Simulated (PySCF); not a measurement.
**Ionisation energy of Eu⁴⁶⁺ by level of theory**

Eu⁴⁶⁺ [Ne] 3s2 3p5 (2P) → Eu⁴⁷⁺ [Ne] 3s2 3p4 (3P), as a difference of total energies. Calculation: PySCF 2.14, in an even-tempered Gaussian basis (18 s from 9.6 bohr⁻², ratio 2.5; 12 p from 12 bohr⁻², ratio 2.5; 4 d from 54 bohr⁻², ratio 2.7; 4 f from 80 bohr⁻², ratio 2.7); the spin-free X2C one-electron Hamiltonian (Gaussian nucleus). Correlated levels: outer shells: 1s2 frozen; virtual orbitals above 40 to 60 times the deepest correlated orbital energy dropped. The calculations carry no spin-orbit coupling.

| method | ionisation energy (eV) |
| --- | --- |
| UHF | 3972.2 |
| LDA | 3974.3 |
| PBE | 3974.9 |
| PBE0 | 3974.8 |
| r2SCAN | 3975.2 |
| B3LYP | 3975.1 |
| BP86 | 3975.9 |
| MP2 (outer shells) | 3973.3 |
| SCS-MP2 (outer shells) | 3973.2 |

Spin-orbit coupling is strong in these open shells (close to jj coupling). The scalar numbers leave it out and a first-order estimate fails, so it can dominate the gap to the real levels.

Breit and QED terms and the two-electron picture change are absent.

For comparison: 3921 ± 4 eV (theoretical estimate listed by NIST; NIST Atomic Spectra Database, ionization energies).
